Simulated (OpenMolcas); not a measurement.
## Ta3+: ligand-field states by method

Ta3+ with its 6 nearest oxide ions at 2.106 Å, on the Mg site of MgO (a = 4.2112 Å, distance in the model lattice 2.106 Å). The rest of the host is ab initio model potentials to 7.6 Å and point charges beyond; the distance is set by hand and nothing relaxes, and no local charge compensation is placed. Ligand basis ANO-RCC-VDZP.
```
Ta    0.0000    0.0000    0.0000
O     2.1060    0.0000    0.0000
O     0.0000    2.1060    0.0000
O    -2.1060    0.0000    0.0000
O     0.0000   -2.1060    0.0000
O     0.0000    0.0000    2.1060
O     0.0000    0.0000   -2.1060
```

```json
{"Program": "OpenMolcas 26.06", "Basis": "ANO-RCC-VTZP [8s7p5d3f2g1h]", "Scalar Hamiltonian": "DKH2, point nucleus", "Active space": "2 electrons in 5 orbitals (5d)", "State averaging": "2S+1 = 3 even, 10 roots; 2S+1 = 1 even, 15 roots", "Spin-orbit coupling": "RASSI with atomic mean-field integrals over the reference wave functions"}
```

I. CASSCF
II. SS-CASPT2, IPEA 0.25 Eh, imaginary shift 0.1 Eh (the lowest 17 gerade and 15 ungerade orbitals frozen, chosen by energy and not by shell, so the metal 5p can be frozen and 4f correlated)

Spin-free states (labels of O, the rotations of Oh) in cm-1, each column counted from its own energy of the first state listed:

```csv
State,Degeneracy,I,II
3T1,3,0,0
1E,2,7925,5960
1T2,3,8113,5870
1A1,1,19019,14090
3T2,3,41833,41210
3T1,3,49279,46770
1T2,3,50838,47400
1T1,3,53259,50040
3A2,1,85314,83680
1E,2,95837,90550
1A1,1,106836,98720
```

From I to II, I's first state of the same spin (3T2) moves from 41833 to 41210 cm-1, by about -630 cm-1.

From I to II, I's first state of another spin (1E) moves from 7925 to 5960 cm-1, by about -2000 cm-1. In II another state of that kind comes below it.

χT at 300 K: I 0.24, II 0.23 cm3 K/mol.

The states above are spin-free; spin-orbit coupling is strong here and shifts and splits them by thousands of cm-1.

Roots that are degenerate in the reference are averaged as groups; the widest CASPT2 spread within a group is 120 cm-1 (the 3-fold group of multiplicity 1 near 47400 cm-1 above the lowest state of its run, II). Shifts and gaps below about the spread of the groups concerned are not significant. Over all roots computed the reference weight is 0.70 to 0.71 in II; a low but even weight reflects the number of correlated electrons. An orbital triplet at a regular site is open to Jahn-Teller coupling, which can distort the site and quench the lowest spin-orbit gaps and is left out. The least metal-like active orbital is 76 % on the metal (Löwdin) and no ligand orbital is active, so the numbers are rough. Ligand-to-metal charge-transfer states are missing. With no ligand orbital active B as a rule stays too high, so bands that hang on it stand too high and its fall with covalency is understated. Without dynamic correlation the repulsion within the d shell is too large (B by tens of per cent), so at a given field states of lower spin stand too high (holds for I). With metal d orbitals alone the field can be off either way by tens of per cent (holds for I). With one d shell and no ligand orbital active, 10Dq can be off by a tenth or more (holds for II). No measured value stands beside these numbers; the geometry was set by hand and not optimised.
